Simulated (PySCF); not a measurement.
## Atomic charges by several schemes

Compound: C8H14.
Geometry (GFN2-xTB, Å), atoms numbered from 1 in this order:
```xyz
22
C8H14 angstrom
C     -2.0214   -0.5924    0.8491
C     -1.0510    0.4101    0.2256
C     -1.7352    1.1231   -0.9402
C      0.2318   -0.2874   -0.2387
C      0.9961   -1.0051    0.8936
C      2.4375   -0.8086    0.5324
C      2.5883    0.0996   -0.4142
C      1.2739    0.6710   -0.8533
H     -2.2884   -1.3587    0.1242
H     -2.9329   -0.0895    1.1654
H     -1.5826   -1.0780    1.7164
H     -0.7837    1.1564    0.9835
H     -1.0887    1.8828   -1.3712
H     -2.6505    1.6058   -0.6038
H     -1.9924    0.4085   -1.7195
H     -0.0390   -1.0314   -0.9953
H      0.7956   -0.5374    1.8627
H      0.7316   -2.0600    0.9722
H      3.2239   -1.3476    1.0323
H      3.5203    0.4410   -0.8317
H      1.1936    0.7338   -1.9391
H      1.1628    1.6833   -0.4515
```

Density: PBE0/pcSseg-1 (PySCF); schemes: Mulliken, IAO, Hirshfeld and ESP-fitted. Geometry: GFN2-xTB, one conformer, isolated molecule.

Task: For which atoms does the sign change between the 4 schemes (beyond +0.03 e in one, beyond −0.03 e in another)?

Result: C2 and C4.

Task: At which atom do the 4 schemes differ most?

Result: At C2: from -0.352 (Mulliken) to +0.293 e (ESP-fitted), 0.645 e apart.

Task: Give the atomic charges in each scheme.

Result: In e:

```
atom         environment  Mulliken     IAO  Hirshfeld  ESP-fitted
  C1       methyl carbon    -0.194  -0.417     -0.119      -0.471
  C2       sp3 CH carbon    -0.352  -0.087     -0.018      +0.293
  C3       methyl carbon    -0.195  -0.417     -0.119      -0.485
  C4       sp3 CH carbon    -0.321  -0.101     -0.017      +0.062
  C5      allylic carbon    -0.107  -0.271     -0.073      +0.008
  C6    alkene CH carbon    -0.136  -0.160     -0.054      -0.245
  C7    alkene CH carbon    -0.136  -0.160     -0.054      -0.287
  C8      allylic carbon    -0.108  -0.270     -0.073      +0.005
  H9     methyl hydrogen    +0.100  +0.132     +0.037      +0.112
 H10     methyl hydrogen    +0.111  +0.136     +0.038      +0.126
 H11     methyl hydrogen    +0.116  +0.136     +0.037      +0.080
 H12    methine hydrogen    +0.107  +0.119     +0.032      -0.004
 H13     methyl hydrogen    +0.116  +0.136     +0.037      +0.086
 H14     methyl hydrogen    +0.111  +0.136     +0.038      +0.128
 H15     methyl hydrogen    +0.100  +0.132     +0.037      +0.115
 H16    methine hydrogen    +0.115  +0.123     +0.032      +0.017
 H17  methylene hydrogen    +0.127  +0.132     +0.036      +0.036
 H18  methylene hydrogen    +0.130  +0.138     +0.038      +0.036
 H19    vinylic hydrogen    +0.079  +0.146     +0.045      +0.148
 H20    vinylic hydrogen    +0.080  +0.146     +0.045      +0.162
 H21  methylene hydrogen    +0.130  +0.138     +0.038      +0.038
 H22  methylene hydrogen    +0.127  +0.132     +0.036      +0.039
```

Mean size of the charges over all atoms: IAO 0.171 e, Mulliken 0.141 e, ESP-fitted 0.136 e, Hirshfeld 0.048 e. Each set sums to the total charge, 0, to within 0.001 e. The ESP scheme fits charges at the nuclei, held to the total charge, to the electrostatic potential on points at 1.4 to 2.0 times the van der Waals radii. The IAO scheme projects the occupied orbitals on a minimal set of polarised atomic orbitals and counts the electrons in each atom's part of it.

Task: How many electrons does the ESP-fitted scheme count on C8?

Result: Z − q = 6 − (+0.005) ≈ 5.994.

Task: Sum the charges by element.

Result: 
| element | atoms | Mulliken | IAO | Hirshfeld | ESP-fitted |
| --- | --- | --- | --- | --- | --- |
| C | 8 | -1.548 | -1.882 | -0.528 | -1.118 |
| H | 14 | +1.548 | +1.882 | +0.528 | +1.118 |
